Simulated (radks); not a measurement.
Results of a calculation; reference values are marked as such.
Problem. These are the eigenvalues of the occupied orbitals of an atom or ion with whole-number occupations (hartree). Level of theory: Dirac Kohn-Sham, LDA (Slater exchange, Perdew-Wang correlation), spin-unpolarised, spherical densities, point nucleus (a radial shooting solver on a logarithmic mesh with Libxc functionals).

1s1/2: -2079.003

Which element is it, and in what charge state? The configuration may be excited. Open shells, if any, fill j = l - 1/2 first.

Solution. Z = 63, europium, charge +62: Eu62+ in 1s1. The 1s level, -2079 hartree, gives Z - s = 64.5 by -(Z - s)^2/2, which with screening and relativity narrows Z to a few neighbours, and the depths must fix Z and the occupations together.
